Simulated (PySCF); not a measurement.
C₅H₁₂, SMILES CCCCC.

Geometry optimised at B3LYP-D3(BJ)/def2-SVP. The values are those of a single conformer.

These are B3LYP-D3(BJ)/def2-SVP in PySCF values and carry that method's errors.

Harmonic, unscaled wavenumbers; measured fundamentals usually lie a few per cent lower.

Problem. Give all harmonic wavenumbers and intensities. (An estimate is asked for; the answer gives what the named calculation found.)

Solution. 
| mode | ν (cm⁻¹) | IR (km/mol) | moving atoms (share of kinetic energy) |
|---|---|---|---|
| 1 | 83 | 0.0 | H 53 %, C 47 % |
| 2 | 128 | 0.0 | H 51 %, C 49 % |
| 3 | 215 | 0.0 | H 65 %, C 35 % |
| 4 | 251 | 0.0 | H 90 %, C 10 % |
| 5 | 293 | 0.1 | H 64 %, C 36 % |
| 6 | 334 | 0.1 | C 62 %, H 38 % |
| 7 | 475 | 0.2 | C 61 %, H 39 % |
| 8 | 741 | 3.4 | H 88 %, C 12 % |
| 9 | 772 | 1.4 | H 82 %, C 18 % |
| 10 | 850 | 0.4 | H 53 %, C 47 % |
| 11 | 869 | 1.5 | H 76 %, C 24 % |
| 12 | 923 | 2.7 | C 51 %, H 49 % |
| 13 | 998 | 0.3 | H 80 %, C 20 % |
| 14 | 1024 | 0.6 | H 77 %, C 23 % |
| 15 | 1048 | 0.1 | C 69 %, H 31 % |
| 16 | 1096 | 0.1 | C 57 %, H 43 % |
| 17 | 1154 | 1.6 | C 55 %, H 45 % |
| 18 | 1185 | 0.4 | C 52 %, H 48 % |
| 19 | 1256 | 1.1 | H 74 %, C 26 % |
| 20 | 1286 | 0.3 | H 77 %, C 23 % |
| 21 | 1319 | 0.1 | H 90 %, C 10 % |
| 22 | 1327 | 3.0 | H 81 %, C 19 % |
| 23 | 1370 | 3.5 | H 72 %, C 28 % |
| 24 | 1395 | 0.5 | H 71 %, C 29 % |
| 25 | 1403 | 2.6 | H 71 %, C 29 % |
| 26 | 1407 | 3.1 | H 68 %, C 32 % |
| 27 | 1458 | 0.7 | H 93 % |
| 28 | 1463 | 0.7 | H 94 % |
| 29 | 1470 | 2.5 | H 95 % |
| 30 | 1471 | 6.5 | H 97 % |
| 31 | 1475 | 3.2 | H 96 % |
| 32 | 1482 | 3.4 | H 93 % |
| 33 | 1485 | 4.9 | H 92 % |
| 34 | 3004 | 12.5 | H 94 % |
| 35 | 3015 | 21.2 | H 94 % |
| 36 | 3018 | 41.1 | H 94 % |
| 37 | 3021 | 34.0 | H 97 % |
| 38 | 3024 | 22.6 | H 97 % |
| 39 | 3043 | 11.5 | H 91 %, C 9 % |
| 40 | 3056 | 25.2 | H 91 %, C 9 % |
| 41 | 3066 | 42.3 | H 91 %, C 9 % |
| 42 | 3098 | 55.2 | H 91 %, C 9 % |
| 43 | 3101 | 34.2 | H 91 %, C 9 % |
| 44 | 3105 | 29.1 | H 91 %, C 9 % |
| 45 | 3110 | 42.5 | H 91 %, C 9 % |
